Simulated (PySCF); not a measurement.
# Which element holds Cl most strongly?

PBE0 in PySCF with def2-TZVPPD on every atom (core potentials on Mo, Sb), for the lowest determinant that a PBE0 search found; no spin–orbit coupling. D0 is De less the harmonic zero-point energy.

```
 M  state (unpaired electrons)  Re (Å)  ωe (cm⁻¹)  D0(MCl) (eV)
Cu      singlet (closed shell)   2.076        401          3.64
Sb              triplet (π ↑↑)   2.339        373          3.19
Zn               doublet (σ ↑)   2.158        375          2.33
Ga      singlet (closed shell)   2.218        363          4.83
Mo    sextet (σ ↑, π ↑↑, δ ↑↑)   2.283        378          3.77
 B      singlet (closed shell)   1.718        839          5.27
Si               doublet (π ↑)   2.068        532          4.42
```

Q: Order the elements by D0 and give the energy of BCl + Zn → ZnCl + B.

A: B > Ga > Si > Mo > Cu > Sb > Zn; ΔE = 5.27 − 2.33 = +2.94 eV at PBE0/def2-TZVPPD. Close neighbours can swap at other levels.

The metal atom is held in its measured ground configuration; semilocal functionals can put another filling of s and d lower by some tenths of an eV, and De to that atom would be smaller. Spin–orbit coupling is left out, which matters for elements this heavy, above all for dissociation energies. States were picked by a PBE0 search and need not be the measured ground states.
